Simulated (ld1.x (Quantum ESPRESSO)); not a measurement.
**What one change does to a pseudopotential (iridium (Ir), PAW)**

ld1.x (Quantum ESPRESSO) 7.5 input, shortened:

```
&input
   title='Ir', zed=77., rel=1, dft='PBE', iswitch=3,
   config='[Xe] 4f14 5d8 6s1 6p0'
 /
 &inputp
   pseudotype=3, lpaw=.true., tm=.true., lloc=-1, rcloc=1.95,
   nlcc=.false.,
   which_augfun='GAUSS', rmatch_augfun=1.70
 /
6
6S  1  0   1.00   0.00  2.20  2.50  0.0
6S  1  0   0.00   3.20  2.20  2.50  0.0
6P  2  1   0.00   0.00  3.85  4.35  0.0
6P  2  1   0.00   1.80  3.85  4.35  0.0
5D  3  2   8.00   0.00  1.65  1.90  0.0
5D  3  2   0.00   0.15  1.65  1.90  0.0
 &test
   configts(1)='5d8 6s1 6p0'
 /
```

Change: all radii but the core radius scaled by about 1.31 (s 3.28, p 5.70, d 2.48 bohr, rcut 2.88/5.04/2.16); local potential all-electron potential smoothed inside 2.56 bohr (lloc = -1); augmentation GAUSS, radius 2.22 bohr.

Cutoffs: the cutoffs (Ry, on a coarse ladder) from which the occupation-weighted sum of valence levels, in a spherical-Bessel basis at the reference potential, stays within 10 and 1 mRy of its value at 400 Ry; they do not see the model core or the augmentation charge, which bear on the density cutoff. Errors are all-electron minus pseudo energies relative to the spin-unpolarised reference configuration.

Task: How do hardness, ghosts and transferability respond?

Result: The potential gets softer (30 Ry and 50 Ry → 18 Ry and 30 Ry); the bound ghost in s disappears; of the 7 tests that both files solve, the error grows in 2 and shrinks in 3 by more than 15 % and 0.3 meV (median size 19.9 → 24.6 meV). A larger radius leaves more room for a smooth pseudo-wave, so fewer plane waves are needed.

| quantity | base | changed |
| --- | --- | --- |
| cutoff, loose | 30 Ry | 18 Ry |
| cutoff, tight | 50 Ry | 30 Ry |
| loose cutoff by channel (10 mRy a level) | s 6 Ry, d 25 Ry | s 6 Ry, d 15 Ry |
| bound ghosts | s | none |
| error for 5d7 6s2 6p0, meV [ΔE 0.33 eV] | -17 | -9.9 |
| error for 5d7 6s1 6p0, meV [ΔE 10.21 eV] | -27 | -25 |
| error for 5d7 6s0 6p0, meV [ΔE 27.68 eV] | -59 | -57 |
| error for 5d7 6s1 6p1, meV [ΔE 5.65 eV] | -6.7 | -42 |
| error for 5d7 6s1.5 6p0, meV [ΔE 4.37 eV] | -20 | -16 |
| error for 5d7.5 6s1.5 6p0, meV [ΔE 0.05 eV] | -2.8 | -1.9 |
| error for 5d7 6s0 6p1, meV [ΔE 16.68 eV] | -20 | -60 |
| lowest overlap eigenvalue by channel | s 0.58, p 0.51, d 0.97 | s 0.06, p 0.64, d 0.90 |

 A true bound ghost makes a file unfit for plane-wave use even where its test errors are small: the radial tests pick states by their node count and pass the ghost by.
